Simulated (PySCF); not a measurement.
Compound: C5H8BFO2.
Atom-mapped SMILES: `[CH2:1]=[CH:2][C@@H:3]1[CH2:4][O:5][BH:6][O:7][C@H:8]1[F:9]` (hydrogens: H10, H11 on C1; H12 on C2; H13 on C3; H14, H15 on C4; H16 on B6; H17 on C8)

The calculation used PBE0-D3(BJ)/def2-SVP geometry optimisation, gas phase (PySCF).

(1) Give the optimised bond lengths and angles.

Results:

(1) 
```tsv
bond	length (Å)	order
C1=C2	1.333	double
C2–C3	1.503	single
C3–C4	1.520	single
C4–O5	1.414	single
O5–B6	1.352	single
B6–O7	1.373	single
O7–C8	1.380	single
C8–F9	1.370	single
C3–C8	1.529	single
C1–H10	1.093	single
C1–H11	1.093	single
C2–H12	1.097	single
C3–H13	1.104	single
C4–H14	1.100	single
C4–H15	1.102	single
B6–H16	1.203	single
C8–H17	1.103	single
```

Orders are formal, as drawn. A selection of angles:
```tsv
angle	degrees
C2–C1–H10	122.2
C2–C1–H11	120.9
H10–C1–H11	117.0
C1–C2–C3	126.5
C1–C2–H12	118.7
C3–C2–H12	114.8
C2–C3–C4	115.3
C2–C3–C8	110.6
C2–C3–H13	108.6
C4–C3–C8	107.3
C4–C3–H13	108.4
C8–C3–H13	106.2
C3–C4–O5	111.6
C3–C4–H14	110.8
C3–C4–H15	109.4
O5–C4–H14	108.0
O5–C4–H15	108.9
H14–C4–H15	107.9
C4–O5–B6	119.9
O5–B6–O7	122.5
O5–B6–H16	119.3
O7–B6–H16	118.2
B6–O7–C8	120.4
O7–C8–F9	108.8
O7–C8–H17	108.0
F9–C8–H17	107.3
C3–C8–O7	111.8
C3–C8–F9	108.4
C3–C8–H17	112.4
```

Torsions: C1–C2–C3–C4 3° (synperiplanar); C2–C3–C4–O5 -70° (synclinal); C3–C4–O5–B6 -28° (synperiplanar); C4–O5–B6–O7 -1° (synperiplanar); O5–B6–O7–C8 0° (synperiplanar); B6–O7–C8–F9 -91° (anticlinal); C2–C3–C8–O7 72° (synclinal).

The 4 C–C bonds span 1.333 Å (C1=C2, drawn double) to 1.529 Å (C3–C8, drawn single), a spread of 0.196 Å. The 6-membered ring C3–C4–O5–B6–O7–C8 has internal angles of 107.3° to 122.5° (sum 694°, against 720° for a flat polygon); it is puckered, 0.20 Å rms from its mean plane, widest ring torsion 54°. The B–O distances run from 1.352 Å (O5–B6, drawn single) to 1.373 Å (B6–O7, drawn single), a spread of 0.021 Å. B6 (three-coordinate boron) is planar (angles 122.5°, 119.3° and 118.2°, sum 360.0°, 0.00 Å off the plane of its three neighbours). The C–O distances run from 1.380 Å (O7–C8, drawn single) to 1.414 Å (C4–O5, drawn single), a spread of 0.034 Å. Of the pairs four or more bonds apart, C4···H10 is among the closest relative to their van der Waals radii: 2.65 Å, 91 % of the sum of Bondi's values.

Point group: C1 (no symmetry element, even within 0.4 Å). Not checked by PBE0-D3(BJ)/def2-SVP frequencies. One conformer, not necessarily the lowest.
